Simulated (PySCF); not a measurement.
From computed data to an observable: chemical shift, span and skew from a shielding tensor

Al(H)(OMe)(SeH) (CH₅AlOSe), SMILES C[O][AlH][SeH]. Atoms are numbered in the order given.

```xyz
9

Al     0.0222    -0.8033     0.8788
H      0.0558    -1.1499     2.4109
O      0.0052    -2.0608    -0.2539
C     -0.0240    -2.2062    -1.6440
H     -0.0480    -1.2335    -2.1723
H      0.8671    -2.7573    -1.9926
H     -0.9157    -2.7796    -1.9525
Se    -0.0048     1.3582     0.0805
H      0.0187     1.9072     1.4407
```
Charge 0, spin multiplicity 1.

The structure is a stationary point at ωB97X-D3(BJ)/def2-SVP. The structure was generated by enumeration; whether it is a known compound was not checked. Other conformers were not sampled.

GIAO shieldings from HF/pcSseg-1 (PySCF), non-relativistic, no solvent. The symmetric part of the tensor of C4 has the principal values 117.0, 121.9, 185.3 ppm. The same nucleus in TMS has σ = 192.6 ppm at this level (PySCF, at its B3LYP-D3(BJ)/def2-TZVP geometry).

Work out the isotropic shielding, the ¹³C shift against TMS, the span and the skew.


σ(iso) = (σ11 + σ22 + σ33)/3 = 141.4 ppm. δ = σ(ref) − σ(iso) = 192.6 − (141.4) = 51.2 ppm.
Span Ω = σ33 − σ11 = 68.3 ppm. Skew κ = 3(σ(iso) − σ22)/Ω = 0.86. Tumbling in solution averages the tensor to δ; in a static solid the shielding alone would spread this spin-1/2 line over Ω.
